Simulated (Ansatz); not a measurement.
F5Sb, triplet, at the geometry of the source list (a higher spin typed on purpose: for a closed-shell molecule this is an excited state) (core potentials on Sb); REVPBE/def2-SVP (Ansatz, an electronic-structure program).

The Ansatz input:
Ansatz 0.2 input:
```yaml
crystal:
  periodic: [false, false, false]
  atoms:
    - {symbol: Sb, position_ang: [0.00000000, 0.00000000, 0.00000000]}
    - {symbol: F, position_ang: [1.28020000, -0.77240000, 1.17440000]}
    - {symbol: F, position_ang: [-1.28020000, 0.77240000, -1.17440000]}
    - {symbol: F, position_ang: [0.22250000, 1.67980000, 0.86230000]}
    - {symbol: F, position_ang: [1.09070000, -0.45610000, -1.48890000]}
    - {symbol: F, position_ang: [-1.31320000, -1.22370000, 0.62670000]}
basis:
  gaussian:
    orbitals: def2-SVP
hamiltonian:
  xc: revpbe
magnetization: {spin_polarized: true, initial_magnetization: 2}
```

It wrote (shortened):

```
Functional definition: revPBE
1056 factors; their error is unknown
mean field evaluation 1: about -20098.7443 eV, gradient 4.0e1 eV
mean field evaluation 2: about -20058.4056 eV, gradient 1.1e2 eV
mean field evaluation 4: about -20101.1675 eV, gradient 2.6e1 eV
mean field evaluation 8: about -20101.1687 eV, gradient 2.6e1 eV
mean field evaluation 16: about -20104.1359 eV, gradient 1.7e-3 eV
mean field evaluation 32: about -20104.0604 eV, gradient 1.5e0 eV
mean field evaluation 64: about -20103.6048 eV, gradient 7.1e0 eV
mean field evaluation 96: about -20103.7285 eV, gradient 1.9e-2 eV
mean field -20104.13585314 eV, -738.8133655302 hartree, gradient 4.9e-6 eV, S^2 2.001899; 10 other end points of the search recorded, 0 dependent functions left out
reference -20104.13589037 eV, -738.8133668983 hartree; 35, 33 occupied and 61, 63 virtual orbitals, 1056 factors
Total energy: -20104.13589037 eV, -738.8133668983 hartree
```
